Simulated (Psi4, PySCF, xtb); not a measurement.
Approach curve of the dimer BCl3 ··· H4OSi (SMILES ClB(Cl)Cl and O[SiH3]). Monomers: optimised at B3LYP-D3(BJ) (def2-TZVP), held rigid. Orientation: a random orientation, not optimised. The monomers approach along the line of their centres of mass (distance R); nothing else relaxes.

Geometry at R = 6.10 Å (first 4 atoms: monomer A):
```
10

Cl    -0.9241    -1.4805     0.0029
B      0.0001     0.0000     0.0009
Cl    -0.8204     1.5404     0.0026
Cl     1.7444    -0.0600    -0.0064
Si    -0.7550     4.9876     2.4024
O     -1.2298     6.5681     2.4864
H     -1.1852     4.3697     3.6717
H      0.7169     4.8657     2.2555
H     -1.3899     4.2859     1.2591
H     -1.0371     7.1465     1.7450
```

- RMP2/3-21G = restricted MP2 (frozen core)/3-21G, no counterpoise correction (PySCF)
- RKS-B3LYP/6-31G* = restricted B3LYP/6-31G*, spherical d, no counterpoise correction run with PySCF 2.14.0
- GFN1-xTB (xtb)
- SAPT0/jun-cc-pVDZ, frozen core (Psi4)

Interaction energies in kcal/mol; the last columns give the difference from SAPT0:

```csv
R / Å,RMP2/3-21G,RKS-B3LYP/6-31G*,GFN1-xTB,SAPT0/jun-cc-pVDZ,RMP2/3-21G − SAPT0/jun-cc-pVDZ,RKS-B3LYP/6-31G* − SAPT0/jun-cc-pVDZ,GFN1-xTB − SAPT0/jun-cc-pVDZ
5.52,1.36,2.31,1.14,2.20,-0.84,0.10,-1.06
5.68,0.32,1.13,0.23,1.00,-0.68,0.13,-0.77
5.92,-0.31,0.30,-0.31,0.12,-0.44,0.17,-0.43
6.10,-0.44,0.05,-0.41,-0.14,-0.30,0.19,-0.27
6.32,-0.44,-0.06,-0.40,-0.26,-0.18,0.20,-0.14
6.53,-0.38,-0.07,-0.35,-0.27,-0.11,0.20,-0.08
6.77,-0.28,-0.06,-0.28,-0.24,-0.05,0.18,-0.04
7.13,-0.17,-0.03,-0.20,-0.18,0.01,0.15,-0.02
7.64,-0.08,-0.01,-0.12,-0.11,0.03,0.10,-0.01
8.28,-0.03,0.00,-0.06,-0.06,0.02,0.06,0.00
9.27,-0.02,0.00,-0.02,-0.03,0.01,0.02,0.01
10.58,-0.01,0.00,0.00,-0.01,0.00,0.01,0.01
```

RMP2/3-21G is furthest from SAPT0/jun-cc-pVDZ at 5.52 (-0.84 kcal/mol, below); its mean absolute difference over the points is 0.22 kcal/mol.

RKS-B3LYP/6-31G* is furthest from SAPT0/jun-cc-pVDZ at 6.32 (0.20 kcal/mol, above); its mean absolute difference over the points is 0.13 kcal/mol.

GFN1-xTB is furthest from SAPT0/jun-cc-pVDZ at 5.52 (-1.06 kcal/mol, below); its mean absolute difference over the points is 0.24 kcal/mol.
